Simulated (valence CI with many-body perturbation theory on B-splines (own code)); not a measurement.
# Ladder of approximations for W²⁴⁺

Calculated by relativistic CI+MBPT: four valence electrons over a frozen Dirac-Fock core [Kr] 4d10, radial functions for each j: 8 s, 8 p, 9 d, 9 f, 6 g, 3 h, 2 i, with the one-electron correlation potential Σ1, the two-electron term Σ2, the three-electron term Σ3, Breit, model QED; selected CI, second order for the rest, scaled by the run's own slope (own B-spline code, finite nucleus).

No measured spectrum was set against this ion. As an estimate, terms of the open shell hold to a few per cent of their energy, and close levels can change places. Core correlation moves these levels by up to 4000 cm⁻¹, and in measured spectra 5 to 20 % of such shifts remained as error; rates that hang on mixing are uncertain with them. Only levels of the ground parity were solved; by the run's estimate the other parity begins above the list, which can be wrong where configurations are misplaced.

Each rung adds one term. CI alone is the Dirac-Coulomb CI over the frozen core; QED comes last and gives the full result, which names the levels. Energies are above (4f5/2^4) J=4 on the same rung, in cm⁻¹.

Levels are named by their leading jj configuration (3d3/2^4 stands for four electrons in 3d with j = 3/2), which in mixed levels can hold well under half, so a name can repeat and another be missing. Letters in brackets count levels of one name in rising energy.

```csv
Level,CI alone,Σ1,Σ2,Σ3,Breit,QED,Full
(4f5/2^3 4f7/2) J=5 [a],13844,+417,+785,+70,-1091,+77,14102
(4f5/2^2 4f7/2^2) J=6 [a],26084,+694,+1195,+70,-2066,+125,26101
(4f5/2^4) J=2,36218,+64,-2365,+505,+520,-13,34928
(4f5/2^2 4f7/2^2) J=7 [a],36342,+834,+1243,-3.4,-2782,+145,35778
(4f5/2^3 4f7/2) J=1 [a],40940,+455,-1301,+598,-280,+67,40479
(4f5/2^3 4f7/2) J=4 [a],43913,+301,-819,-23,-406,+34,43001
(4f5/2^2 4f7/2^2) J=8 [a],45089,+888,+1150,-93,-3347,+150,43837
(4f5/2^3 4f7/2) J=3 [a],48120,+543,-1144,+510,-804,+81,47307
(4f5/2^3 4f7/2) J=2 [a],52763,+498,-2324,+470,-469,+66,51004
(4f5/2^3 4f7/2) J=2 [b],53402,+620,-1158,-520,-835,+96,51605
(4f5/2^3 4f7/2) J=3 [b],55324,+493,-2002,+456,-449,+64,53885
(4f5/2^2 4f7/2^2) J=6 [b],56773,+763,+646,-421,-1987,+122,55896
(4f5/2^3 4f7/2) J=5 [b],60930,+758,-722,+294,-1593,+115,59782
(4f5/2^3 4f7/2) J=7,61600,+812,+188,-171,-2494,+129,60063
(4f5/2^2 4f7/2^2) J=4 [a],62547,+931,-585,+418,-1642,+148,61817
(4f5/2^3 4f7/2) J=8,67217,+855,-170,+105,-3052,+135,65091
(4f5/2^2 4f7/2^2) J=4 [b],73509,+970,-953,+118,-1580,+151,72216
(4f5/2^2 4f7/2^2) J=2 [a],74161,+967,-257,+309,-1299,+149,74030
(4f5/2^2 4f7/2^2) J=5 [a],75414,+1163,-227,+295,-2348,+187,74484
(4f5/2^2 4f7/2^2) J=3 [a],75074,+997,-397,+447,-1548,+155,74727
(4f5/2^2 4f7/2^2) J=1,80095,+1023,+142,-147,-1337,+156,79931
(4f5/2^2 4f7/2^2) J=2 [b],82643,+931,-154,-499,-1137,+134,81917
(4f5/2^4) J=0,84513,+639,-3370,+714,+347,+43,82886
(4f5/2^2 4f7/2^2) J=5 [b],85858,+1202,-719,+58,-2263,+186,84322
(4f5/2^2 4f7/2^2) J=8 [b],86681,+1095,+218,-210,-3496,+170,84459
(4f5/2^2 4f7/2^2) J=6 [c],87296,+1198,-650,+181,-2689,+187,85523
(4f5/2^2 4f7/2^2) J=9,88651,+1082,-647,+248,-3863,+166,85639
(4f5/2^3 4f7/2) J=5 [c],88066,+848,-1230,-463,-1646,+121,85696
(4f5/2^2 4f7/2^2) J=4 [c],87776,+1013,-704,-307,-1705,+146,86219
(4f5/2^2 4f7/2^2) J=3 [b],87112,+1073,-604,+355,-1562,+158,86533
(4f5/2 4f7/2^3) J=7 [a],87507,+1380,+1370,-313,-3364,+230,86811
```

The middle columns are the shifts that each term adds.

How does the ionisation energy move along the ladder, and which term matters most?

CI alone 720.73, + Σ1 724.12, + Σ2 732.63, + Σ3 732.68, + Breit 732.62, + QED 732.67 eV. The largest step is Σ2, 8.51 eV. NIST lists 734.1 ± 1.7 eV (semi-empirical).
